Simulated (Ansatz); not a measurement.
Abridged output of a molecular run in Ansatz:

```
Functional definition: HF
1611 factors; integrals over basis functions are off by at most 8.4e-4 eV
mean field evaluation 1: about -69647.5593 eV, gradient 4.1e1 eV
mean field evaluation 2: about -69647.8107 eV, gradient 4.1e1 eV
mean field evaluation 4: about -69651.7645 eV, gradient 4.2e0 eV
mean field evaluation 8: about -69651.8436 eV, gradient 3.8e-1 eV
mean field evaluation 16: about -69651.8441 eV, gradient 2.3e-6 eV
mean field -69651.84410022 eV, -2559.6580589676 hartree, gradient 2.3e-6 eV, S^2 0.000000; 0 other end points of the search recorded, 0 dependent functions left out
17 core orbitals not correlated: weight in the atoms' cores, before any rotation towards them, 1.000 or more for the frozen orbitals, at most 0.000 for the correlated occupied ones
reference -69651.84410022 eV, -2559.6580589676 hartree; 20, 20 occupied and 230, 230 virtual orbitals, 1611 factors
second order -26.86287876 eV of doubles, -0.00000000 eV of singles
cycle   1  -26.86602786 eV  change   -3.1e-3 eV  update   1.3e-1
cycle   2  -27.68383870 eV  change   -8.2e-1 eV  update   3.9e-2
cycle   3  -27.85444131 eV  change   -1.7e-1 eV  update   2.0e-2
cycle   4  -27.83540607 eV  change    1.9e-2 eV  update   5.2e-3
cycle   5  -27.83431000 eV  change    1.1e-3 eV  update   2.3e-3
cycle   6  -27.83574324 eV  change   -1.4e-3 eV  update   7.1e-4
cycle   7  -27.83533507 eV  change    4.1e-4 eV  update   2.7e-4
cycle   8  -27.83526618 eV  change    6.9e-5 eV  update   1.1e-4
cycle   9  -27.83531477 eV  change   -4.9e-5 eV  update   4.5e-5
perturbative correction -1.07423046 eV, -0.0394772414 hartree
Total energy: -69680.75364546 eV, -2560.7204651594 hartree
```

Its atoms:

Cartesian coordinates in Å:
```
F -1.195 2.461 -0.920
Ge 0.340 1.769 -1.391
N 0.580 0.184 -0.476
C -0.292 -0.242 0.340
Si -0.010 -1.876 1.261
H 0.255 1.492 -2.895
H 1.420 2.774 -0.980
H -1.227 0.310 0.540
H -0.041 -1.612 2.725
H 1.293 -2.453 0.858
H -1.124 -2.808 0.937
```

Task: Which basis set was used?
A. def2-SVPD
B. def2-QZVPP
C. def2-TZVPP
D. cc-pV(Q+d)Z

Result: C. It gives 267 functions.

Task: Write the keys of the input that set method, charge and spin (a neutral closed shell needs none for the last two).

Result: 
```yaml
correlation: {method: ccsd_t}
```
